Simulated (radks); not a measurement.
The zirconium ion Zr3+, configuration [Kr] 4d1 (the NIST ground configuration). Calculated with a radial shooting solver on a logarithmic mesh with Libxc functionals: scalar-relativistic Kohn-Sham, PBE, spin-polarised, spherical densities, point nucleus; open shells are filled with parallel spins first (spin-orbit coupling, left out, can overturn this in heavy ions).

Radial electron density D(r) = 4 pi r^2 rho(r):

| r (bohr) | D(r) (e/bohr) | spin D(r) |
|---|---|---|
| 0.003701 | 6.887 | -0.0000884 |
| 0.00424 | 8.555 | -0.000110 |
| 0.004858 | 10.56 | -0.000135 |
| 0.005566 | 12.94 | -0.000166 |
| 0.006377 | 15.74 | -0.000201 |
| 0.007306 | 18.95 | -0.000242 |
| 0.008303 | 22.35 | -0.000285 |
| 0.009513 | 26.33 | -0.000336 |
| 0.0109 | 30.59 | -0.000391 |
| 0.01249 | 34.98 | -0.000449 |
| 0.01431 | 39.31 | -0.000508 |
| 0.01639 | 43.29 | -0.000569 |
| 0.01878 | 46.64 | -0.000630 |
| 0.02151 | 49.03 | -0.000694 |
| 0.02465 | 50.23 | -0.000766 |
| 0.02801 | 50.15 | -0.000850 |
| 0.03209 | 48.89 | -0.000968 |
| 0.03677 | 46.75 | -0.00113 |
| 0.04212 | 44.40 | -0.00132 |
| 0.04826 | 42.66 | -0.00152 |
| 0.05529 | 42.40 | -0.00160 |
| 0.06335 | 44.20 | -0.00135 |
| 0.07258 | 48.08 | -0.000346 |
| 0.08315 | 53.27 | 0.00204 |
| 0.0945 | 58.04 | 0.00632 |
| 0.1083 | 61.25 | 0.0140 |
| 0.124 | 61.07 | 0.0256 |
| 0.1421 | 57.04 | 0.0418 |
| 0.1628 | 50.21 | 0.0619 |
| 0.1865 | 42.98 | 0.0840 |
| 0.2137 | 38.08 | 0.105 |
| 0.2448 | 37.21 | 0.120 |
| 0.2805 | 39.98 | 0.125 |
| 0.3188 | 43.74 | 0.117 |
| 0.3653 | 45.80 | 0.0936 |
| 0.4185 | 43.60 | 0.0597 |
| 0.4794 | 36.96 | 0.0237 |
| 0.5493 | 27.88 | -0.00101 |
| 0.6293 | 19.23 | 0.000644 |
| 0.721 | 13.16 | 0.0422 |
| 0.826 | 10.21 | 0.131 |
| 0.9464 | 9.416 | 0.263 |
| 1.076 | 9.268 | 0.406 |
| 1.232 | 8.622 | 0.543 |
| 1.412 | 7.133 | 0.627 |
| 1.617 | 5.142 | 0.633 |
| 1.853 | 3.222 | 0.559 |
| 2.123 | 1.764 | 0.435 |
| 2.432 | 0.8535 | 0.299 |
| 2.787 | 0.3712 | 0.181 |
| 3.193 | 0.1473 | 0.0951 |
| 3.629 | 0.05678 | 0.0446 |
| 4.157 | 0.01840 | 0.0164 |
| 4.763 | 0.005043 | 0.00481 |
| 5.457 | 0.001102 | 0.00108 |
| 6.252 | 0.0001823 | 0.000181 |

D(r) has 3 maxima, at r = 0.0261, 0.115, 0.368 bohr, and minima at 0.0527, 0.235 bohr, inside which lie 2.04, 11.07 electrons.
